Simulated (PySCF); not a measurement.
Mo(CO)6 (C₆MoO₆), SMILES [O+]#[C-]->[Mo](<-[C-]#[O+])(<-[C-]#[O+])(<-[C-]#[O+])(<-[C-]#[O+])<-[C-]#[O+], multiplicity 1. Heavy atoms are numbered as in [Mo:1](<-[C-:3]#[O+:2])(<-[C-:5]#[O+:4])(<-[C-:7]#[O+:6])(<-[C-:9]#[O+:8])(<-[C-:11]#[O+:10])<-[C-:13]#[O+:12].

Geometry optimised at PBE0-D3(BJ)/def2-SVP. The spin state was assumed, not searched. The isomer is the one that the SMILES or the coordinates give; other isomers of the formula were not compared. The def2 effective core potentials stand for the cores of Mo; spin–orbit coupling is left out.

Level of theory: PySCF with PBE/def2-SVP.

ESP charges are fitted to the potential on shells at 1.4 to 2.0 van der Waals radii. Atomic charges (e), one atom of each kind:

| atom | ESP fit | Mulliken | Löwdin |
|---|---|---|---|
| Mo1 | -2.06 | ___ | -1.68 |
| O2 | -0.22 | ___ | 0.08 |
| C3 | 0.57 | ___ | 0.20 |

### Question
What belongs in the gaps? (The exact figures need the calculation; the answer reports its results.)

### Answer

- Mo1, Mulliken: -1.71
- O2, Mulliken: 0.04
- C3, Mulliken: 0.24
